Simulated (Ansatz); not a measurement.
Species: HgBr (charge 0, doublet). The spin state was set by rule; other spins were not relaxed. 
Geometry from a B3LYP-D3(BJ)/def2-TZVP (Ansatz, a first-principles code) optimisation:
```xyz
2

Hg     0.0000     0.0000    -0.7963
Br     0.0000     0.0000     1.8201
```
Charge 0, spin multiplicity 2.

Wanted: atomisation energy (electronic, to ground-state atoms), in kJ/mol. Cores are frozen in the correlated levels unless marked. Open shells are spin-unrestricted. No spin-orbit coupling. Frozen are the shells of the preceding noble gas and the d and f shells that filled before the atom's block. In def2 rows, elements after Kr have scalar-relativistic effective core potentials. The coupled-cluster limit lacks core correlation, which all-electron functionals hold. CBS marks a two-point X^-3 extrapolation of the correlation energy; Hartree-Fock from the larger set.

```csv
level,program,atomisation energy (kJ/mol)
HF/def2-QZVPP,Ansatz,48.1
PBE/def2-TZVPD,Ansatz,89.6
```

Q: What does CCSD(T)/CBS(def2-TZVPPD,def2-QZVPPD) (Ansatz) give?

A: 76.6 kJ/mol, so PBE/def2-TZVPD differs from it by 13.0 kJ/mol.
